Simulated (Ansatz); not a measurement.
Program: Ansatz. Geometries: PBE0-D4/def2-TZVP. ΔE: electronic, gas phase. CCSD(T)/CBS is the MP2 limit (def2-TZVPP, def2-QZVPP) plus CCSD(T) − MP2 in def2-TZVPP, frozen cores. This one scheme is used for every species. DFT in def2-TZVPP. Each species was taken in one conformer, which may not be the lowest.

Reaction (cleavage of the Al–Si bond): `N[SiH]([AlH2])[SiH3]` + `[SiH3]S` → `[AlH2][S][SiH3]` + `N[SiH2][SiH3]`

CCSD(T)/CBS gives -31.9 kcal/mol.

Task: Another level gave -27.7 kcal/mol. Which?
A. PBE/def2-TZVPP
B. SCS-MP2/def2-TZVPP
C. CCSD(T)/def2-TZVPP
D. PBE0/def2-TZVPP

Result: A. PBE -27.7, CCSD(T)/def2-TZVPP -31.3, SCS-MP2/def2-TZVPP -33.5, PBE0 -29.3 kcal/mol.

Largest T1 diagnostic among the species: 0.013.

From PBE to PBE0 (25 % exact exchange), in def2-TZVPP and without D4, ΔE moves by −1.6 kcal/mol.
